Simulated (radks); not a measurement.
The numbers below are computed, except where a source is named.
Mean orbital radii <r> (bohr) of neutral krypton, [Kr], of relativity; Dirac values are averaged over j with weights 2j + 1. Spin-unpolarised spherical Kohn-Sham, PBE, point nucleus unless stated (finite: rms radius 4.1884 fm), a radial shooting solver on a logarithmic mesh with Libxc functionals. A level marked "c x" has the speed of light scaled by that factor and shares open shells by 2j + 1; other Dirac levels either fill j = l - 1/2 first or share by 2j + 1.

| shell | non-rel. |
|---|---|
| 1s | 0.04245 |
| 2s | 0.1878 |
| 2p | 0.1619 |
| 3s | 0.5415 |
| 3p | 0.5453 |
| 3d | 0.5538 |
| 4s | 1.603 |
| 4p | 1.952 |

Give the values at the level "Dirac, c x 0.75".

Answer. 
shell  Dirac, c x 0.75  change of magnitude (%)
1s             0.04071                    -4.11
2s              0.1796                    -4.37
2p              0.1585                    -2.07
3s              0.5211                    -3.76
3p              0.5366                    -1.60
3d              0.5577                    +0.70
4s               1.547                    -3.47
4p               1.941                    -0.53
